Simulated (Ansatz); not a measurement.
Reaction (ligand exchange at the Si–O bond): `OB(F)O[SiH3]` + `O=C[TeH]` → `O=C[Te][SiH3]` + `OB(O)F`

Computed with Ansatz on PBE0-D4/def2-TZVP structures; ΔE is electronic, products minus reactants. CBS: MP2 limit from def2 TZ/QZ plus the TZ coupled-cluster correction, frozen cores. Functionals use def2-TZVPP. def2 core potentials past Kr. For Te outer-core shells are correlated without core-valence functions, which leaves a few kJ/mol of doubt a bond. Each species was taken in one conformer, which may not be the lowest.

`OB(F)O[SiH3]`:

Cartesian coordinates in Å:
```
O -1.702 0.032 -0.460
B -0.546 -0.168 -1.147
F -0.580 -0.400 -2.460
O 0.648 -0.136 -0.522
Si 1.063 0.118 1.059
H -2.486 -0.014 -1.012
H 2.539 0.032 1.124
H 0.454 -0.925 1.921
H 0.611 1.461 1.497
```

`O=C[TeH]`:

Z-matrix (Å, degrees):
```
C
O 1 1.188
Te 1 2.145 2 123.5
H 1 1.106 2 123.6 3 -180.0
H 3 1.658 1 91.4 2 -180.0
```

`O=C[Te][SiH3]`:

```xyz
8

O    -0.852    2.953    0.242
C    -0.620    1.797    0.128
Te    1.352    0.949    0.377
Si    0.522   -1.355   -0.086
H    -1.382    1.030   -0.116
H    -0.937   -1.191   -0.335
H     0.740   -2.250    1.075
H     1.177   -1.933   -1.285
```

`OB(O)F`:

```xyz
6

O    -0.084   -1.006    0.468
B     0.229    0.184   -0.111
O    -0.722    1.096   -0.414
F     1.496    0.486   -0.398
H     0.684   -1.560    0.629
H    -1.603    0.800   -0.175
```

Is it downhill or uphill in electronic energy at CCSD(T)/CBS, and by how much? (Best estimate.)

The calculation gave: Uphill: ΔE = +6.4 kcal/mol.

What do these levels give: ωB97X-V, SCS-MP2/def2-TZVPP, HF/def2-QZVPP, MP2/def2-QZVPP, SCS-MP2/def2-QZVPP, HF/CBS(def2)? (An estimate is asked.)

Computed: ωB97X-V 7.8, SCS-MP2/def2-TZVPP 8.5, HF/def2-QZVPP 13.6, MP2/def2-QZVPP 5.7, SCS-MP2/def2-QZVPP 7.9, HF/CBS(def2) 13.7 kcal/mol.

Largest T1 diagnostic among the species: 0.016.

From PBE to PBE0 (25 % exact exchange), in def2-TZVPP and without D4, ΔE moves by +1.1 kcal/mol. In def2-TZVPP, CCSD(T) changes the Hartree–Fock value by −5.4 kcal/mol (the triples alone add −1.2 kcal/mol) and MP2 by −6.8 kcal/mol.
